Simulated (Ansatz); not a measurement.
Conformers of `[CH3][Ge]([NH2])([NH2])[NH2]`, each relaxed with PBE0-D4/def2-TZVP in Ansatz. CBS adds the triple-zeta coupled-cluster correction to the MP2 limit.

Outer-core shells of Ge are correlated without core-valence functions. Scalar relativity is left out up to krypton. Spin–orbit coupling is left out.

Not all of them had a frequency check.

Conformer A:

```xyz
14

C    -0.254   -0.132   -1.769
Ge    0.058    0.007    0.146
N    -0.421    1.713    0.643
N    -0.745   -1.453    0.926
N     1.766   -0.110    0.792
H     0.097   -1.097   -2.136
H    -1.319   -0.043   -1.997
H     0.277    0.664   -2.293
H    -1.326    2.025    0.321
H    -0.342    1.899    1.633
H    -1.700   -1.629    0.647
H    -0.687   -1.475    1.934
H     2.383    0.635    0.503
H     2.215   -1.002    0.649
```

Conformer B:

```xyz
14

C    -1.599    0.430    0.672
Ge    0.160   -0.042   -0.013
N    -0.015   -1.679   -0.832
N     0.967    1.117   -1.192
N     1.353   -0.025    1.378
H    -1.951   -0.330    1.371
H    -1.548    1.387    1.193
H    -2.322    0.514   -0.142
H    -0.902   -1.848   -1.283
H     0.733   -1.931   -1.462
H     1.173    2.031   -0.813
H     0.496    1.225   -2.079
H     1.145   -0.679    2.119
H     2.309   -0.168    1.082
```

Problem. Which is lowest in electronic energy at CCSD(T)/CBS (frozen core, def2 sets), and by how much? (Best estimate.)

Solution. The calculation gave: A; B lies 2.9 kJ/mol higher.

Problem. Give the energies relative to A (kJ/mol) with B3LYP-D4/def2-TZVPP, ωB97M-V/def2-TZVPP, B2PLYP/def2-TZVPP, r2SCAN/def2-TZVPP, MP2/def2-TZVPP, CCSD(T)/def2-TZVPP, HF/def2-QZVPP. (Estimate.)

Solution. The calculation gave: 
| level | B |
| --- | --- |
| B3LYP-D4/def2-TZVPP | 3.0 |
| ωB97M-V/def2-TZVPP | 2.8 |
| B2PLYP/def2-TZVPP | 3.2 |
| r2SCAN/def2-TZVPP | 3.5 |
| MP2/def2-TZVPP | 3.5 |
| CCSD(T)/def2-TZVPP | 3.1 |
| HF/def2-QZVPP | 2.5 |

B3LYP here is the variant with VWN-RPA as its local correlation; programs differ in this.
